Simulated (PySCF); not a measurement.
Cd(F)(SH) (CdFHS), SMILES [F][Cd][SH].

Geometry: B3LYP-D3(BJ)/def2-TZVP. The def2 effective core potentials stand for the cores of Cd; spin–orbit coupling is left out. The values are those of a single conformer.

All values below come from TDA-PBE0/def2-SVPD run with PySCF.

Vertical excitations. Gas-phase values at a fixed geometry. State labels are in the subgroup Cs.

```
state  symmetry  energy (eV)  λ (nm)      f                                                                 main pairs
-----  --------  -----------  ------  -----  -------------------------------------------------------------------------
S1           A"         4.31     288  0.019                                                             HOMO→LUMO 99 %
S2           A"         5.68     218  0.000                                                           HOMO→LUMO+1 99 %
S3           A'         6.00     207  0.028                                         HOMO→LUMO+2 61 %, HOMO−1→LUMO 38 %
S4           A'         6.27     198  0.010                                                           HOMO−2→LUMO 96 %
S5           A"         6.31     196  0.020                                                           HOMO−3→LUMO 98 %
S6           A"         6.44     192  0.019                                                           HOMO→LUMO+3 97 %
S7           A'         7.07     175  0.396  HOMO−1→LUMO 37 %, HOMO−1→LUMO+1 24 %, HOMO→LUMO+2 24 %, HOMO−1→LUMO+3 6 %
S8           A'         7.47     166  0.008                                       HOMO−4→LUMO 65 %, HOMO−2→LUMO+1 22 %
S9           A'         7.49     165  0.252                                                         HOMO−1→LUMO+1 68 %
S10          A"         7.71     161  0.026                                                         HOMO−1→LUMO+2 86 %
T1           A"         3.90     318      0                                                             HOMO→LUMO 98 %
T2           A'         5.13     242      0                                                           HOMO−1→LUMO 94 %
T3           A"         5.50     225      0                                                           HOMO→LUMO+1 86 %
T4           A'         5.79     214      0                                                           HOMO→LUMO+2 93 %
```
Triplets are in the Tamm–Dancoff approximation.
